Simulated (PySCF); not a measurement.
Löwdin shares of the frontier orbitals

C₄H₄ClFO.
Atom-mapped SMILES: `[CH3:1]/[C:2](=[CH:3]\[F:4])[C:5](=[O:6])[Cl:7]` (hydrogens: H8, H9, H10 on C1; H11 on C3)

Computed with TDDFT wB97X-D/def2-SVPD, vertical, gas phase, core orbitals frozen in the response (PySCF 2.14.0, density-fitted response routines). Geometry: GFN2-xTB, one conformer, isolated molecule. Torsions of this conformer, `[CH3:1]/[C:2](=[CH:3]\[F:4])[C:5](=[O:6])[Cl:7]`: C1–C2–C5–O6 180°.

Kohn–Sham orbitals with the atoms that hold most of them (Löwdin shares over 4%, at most four atoms; ? is withheld):

```csv
orbital,ε (eV),atoms
LUMO+2,2.45,"Cl7 46%, C3 13%, C5 10%, C1 7%"
LUMO+1,1.88,"Cl7 29%, C3 17%, C5 14%, C1 10%"
LUMO,-0.46,?
HOMO,-10.10,"C2 31%, C3 26%, F4 12%, O6 11%"
HOMO-1,-10.57,?
HOMO-2,-11.44,"Cl7 75%, O6 12%, C5 10%"
HOMO-3,-11.46,"Cl7 74%, C5 9%, O6 6%, C2 5%"
```

Problem. Which atoms hold the LUMO, and with what shares?

Solution. C5 (bonded to C, Cl and O) 25%; C3 (bonded to C, F and H) 23%; O6 (bonded to C) 19%; C2 (bonded to 3 C) 12%. By element: carbon 61% or more, oxygen 19%.

Problem. Which atoms hold the HOMO-1, and with what shares?

Solution. O6 (bonded to C) 54%; Cl7 (bonded to C) 29%; C5 (bonded to C, Cl and O) 6%; C2 (bonded to 3 C) 5%. By element: oxygen 54%, chlorine 29%, carbon 11% or more.

Problem. The HOMO–LUMO gap is 9.64 eV. Where does the response calculation put the lowest singlet, and from which orbitals?

Solution. S1 is at 4.63 eV (f = 0.0000), 5.02 eV below the gap, made of HOMO-1→LUMO (92%). Its leading pair isn't HOMO and LUMO; the energies of that pair differ by 10.10 eV. 

Problem. Give energy, strength and leading configuration of S1, S2 and S5, and follow the Löwdin shares of the leading atoms from the occupied to the empty orbital.

Solution. 
- S1 (4.63 eV, f 0.0000), HOMO-1→LUMO (92%): O6 54% → 19%, Cl7 29% → at most 13%, C5 6% → 25%, C3 at most 5% → 23%
- S2 (5.65 eV, f 0.259), HOMO→LUMO (97%): C2 31% → 12%, C3 26% → 23%, C5 at most 11% → 25%
- S5 (7.55 eV, f 0.0033), HOMO→LUMO+1 (75%): C2 31% → at most 11%, C3 26% → 17%, Cl7 at most 11% → 29%
